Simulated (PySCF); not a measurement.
Orbital energies, ionisation energy and electron affinity

C4H7B.
Structure used (PBE0-D3(BJ)/def2-SVP), in Å, numbered top down from 1:
```xyz
12
C4H7B angstrom
C      2.148   -0.152   -0.267
B      0.858    0.308   -1.025
C     -0.536    0.186   -0.451
C     -1.667    0.078    0.003
C     -3.005   -0.058    0.543
H      2.779   -0.775   -0.923
H      2.757    0.750   -0.065
H      1.973   -0.674    0.683
H      0.974    0.804   -2.128
H     -3.299   -1.119    0.565
H     -3.749    0.489   -0.058
H     -3.052    0.316    1.578
```

Level: PBE0/def2-SVPD (PySCF). Frontier orbitals with their largest atomic shares (Löwdin; up to four atoms above 4 %):

| orbital | ε (eV) | main atoms |
| --- | --- | --- |
| HOMO−3 | -9.99 | C1 38 %, B2 26 %, C3 13 %, H6 8 % |
| HOMO−2 | -9.45 | B2 28 %, H9 21 %, C1 20 %, C3 11 % |
| HOMO−1 | -8.01 | C3 41 %, C4 35 %, B2 9 %, C5 7 % |
| HOMO | -7.32 | ? |
| LUMO | -1.57 | B2 37 %, C4 18 %, C3 18 %, C1 9 % |
| LUMO+1 | 0.54 | B2 29 %, C5 18 %, C4 15 %, C3 7 % |
| LUMO+2 | 0.87 | C5 24 %, H11 14 %, C4 14 %, B2 10 % |

Problem. What vertical ionisation energy does ΔSCF give, and how far is −ε(HOMO) from it?

Solution. ΔSCF: 9.39 eV (906 kJ/mol; threshold wavelength 132 nm); ⟨S²⟩ of the doublet left behind is 0.754, against 0.75 for a pure doublet. −ε(HOMO) is 7.32 eV, 2.07 eV below it. In exact Kohn–Sham theory the two would be equal; PBE0 (global hybrid, 25 % exact exchange) falls short of its own ΔSCF value by 22 %.

Problem. On which atoms does the HOMO lie?

Solution. C4 (alkyne carbon) 36 %, C3 (alkyne carbon) 32 %, B2 (three-coordinate boron) 8 %, C5 (propargylic carbon) 7 %, so no atom holds as much as 40 %. The HOMO−1 lies 0.69 eV lower.

Problem. And the vertical electron affinity, the fundamental gap, Mulliken's electronegativity and the hardness (with the factor ½)?

Solution. EA = -0.19 eV by ΔSCF (−ε(LUMO) = 1.57 eV); a negative value means that the added electron isn't bound at this geometry and level, and the number then depends on the basis. IE − EA = 9.58 eV against an orbital gap of 5.75 eV; (IE + EA)/2 = 4.60 eV; (IE − EA)/2 = 4.79 eV.

Problem. What kinetic energy would electrons from this vertical process carry with He I light (21.218 eV)?

Solution. 21.22 − 9.39 = 11.83 eV.

Problem. The lowest singlet excitation (vertical TDDFT, same level) lies at 3.98 eV. How far is it below IE − EA?

Solution. IE − EA = 9.58 eV, so by 5.60 eV.

Problem. With α = 67.4 au, estimate the like-pair dispersion coefficient by London's formula C6 = (3/4)α²I.

Solution. I = 0.3452 Eh, so C6 ≈ 1180 au, a rough estimate.

Problem. What total energies stand behind the ΔSCF value?

Solution. E(N) = -181.07581 Eh and E(N − 1) = -180.73063 Eh at the same geometry, 0.34518 Eh apart. With one more electron, E(N + 1) = -181.06876 Eh.

Isolated species at its PBE0-D3(BJ)/def2-SVP geometry, gas phase.
